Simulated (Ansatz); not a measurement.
Program: Ansatz. Geometries: PBE0-D4/def2-TZVP. ΔE: electronic, gas phase. CCSD(T)/CBS is the MP2 limit (def2-TZVPP, def2-QZVPP) plus CCSD(T) − MP2 in def2-TZVPP, frozen cores. DFT in def2-TZVPP. For Ti outer-core shells are correlated without core-valence functions, which leaves a few kJ/mol of doubt a bond. Scalar relativity is left out up to krypton. One conformer a species, not always the lowest.

Consider the redistribution: `[CH3][Al]([NH2])[Cl]` + `[CH3][Ti]([OH])([OH])[F]` → `[CH3][Al]([CH3])[NH2]` + `[OH][Ti]([OH])([F])[Cl]`.

```csv
level,ΔE (eV)
r2SCANh-D4,-0.07
CCSD(T)/def2-SVP,-0.08
CCSD(T)/def2-TZVPP,-0.02
MP2/CBS(def2),0.03
```

Problem. What does CCSD(T)/CBS give? (An estimate is asked.)

Solution. The calculation gave: +0.05 eV. The listed levels differ from it by -0.12, -0.13, -0.07, -0.02 eV.

Largest T1 diagnostic among the species: 0.024, so the coupled-cluster value is less sure than usual.

At CCSD(T), def2-SVP lies −0.12 eV from the extrapolated value and def2-TZVPP −0.07 eV. From BLYP to BHLYP (50 % exact exchange), in def2-TZVPP and without D4, ΔE moves by +0.15 eV. In def2-TZVPP, CCSD(T) changes the Hartree–Fock value by −0.12 eV (the triples alone add −0.08 eV) and MP2 by −0.14 eV.
